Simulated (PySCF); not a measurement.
# ECD: `C=C1C[C@H](CCl)[C@@H]1F`, C$_{6}$H$_{8}$ClF

Geometry:
| atom | x (Å) | y (Å) | z (Å) |
| --- | --- | --- | --- |
| C1 | 2.402 | 0.514 | -0.003 |
| C2 | 1.193 | 0.037 | -0.202 |
| C3 | 0.046 | 0.386 | -1.114 |
| C4 | -0.875 | -0.510 | -0.256 |
| C5 | -1.817 | 0.263 | 0.644 |
| Cl6 | -3.073 | 1.069 | -0.333 |
| C7 | 0.377 | -1.023 | 0.497 |
| F8 | 0.326 | -0.947 | 1.869 |
| H9 | 3.040 | 0.122 | 0.771 |
| H10 | 2.795 | 1.319 | -0.601 |
| H11 | -0.228 | 1.439 | -1.141 |
| H12 | 0.178 | 0.031 | -2.135 |
| H13 | -1.422 | -1.279 | -0.802 |
| H14 | -2.326 | -0.398 | 1.345 |
| H15 | -1.285 | 1.040 | 1.193 |
| H16 | 0.661 | -2.053 | 0.257 |

The calculation used PySCF 2.14.0, TDDFT PBE0/def2-SVPD circular dichroism and optical rotation, one conformer, gas phase. Geometry: GFN2-xTB.

The molecule is flexible and this is one conformer; a measurement averages over conformers.

(1) What are the CIP labels of the stereocentres?

(2) List the lowest 8 singlet excitations with oscillator and rotatory strengths.

Answers

(1) C4 S, C7 S.

(2) Rotatory strengths R in 10⁻⁴⁰ esu² cm², velocity form and length form (origin at the centre of mass); f in length form.
```tsv
state	E (eV)	λ (nm)	f	R (velocity)	R (length)	main
1	6.51	190	0.165	-29.0	-28.9	HOMO→LUMO 0.82, HOMO−2→LUMO 0.09
2	6.74	184	0.002	-6.9	-7.0	HOMO−1→LUMO 0.55, HOMO−3→LUMO 0.39
3	6.98	178	0.096	+38.7	+39.2	HOMO−2→LUMO 0.78, HOMO→LUMO 0.10
4	7.05	176	0.009	+19.8	+18.7	HOMO−3→LUMO 0.48, HOMO−1→LUMO 0.33
5	7.37	168	0.043	+4.4	+3.4	HOMO→LUMO+1 0.47, HOMO−2→LUMO+1 0.14
6	7.48	166	0.014	-8.1	-7.0	HOMO→LUMO+2 0.65, HOMO−2→LUMO+1 0.15
7	7.52	165	0.012	+6.8	+7.6	HOMO−4→LUMO 0.33, HOMO−1→LUMO+1 0.27
8	7.64	162	0.014	-7.7	-7.1	HOMO−4→LUMO 0.39, HOMO−1→LUMO+1 0.36
```

Among the states computed, the strongest CD band (largest |R|) is state 3. The largest dissymmetry factor in size, g = 4R/(D+G), with D and G the electric and magnetic dipole strengths, is -0.038 for state 2 (velocity form, f = 0.002), among bands with |R| over 0.5. The mirror image has the same energies and oscillator strengths and all R with the opposite sign.
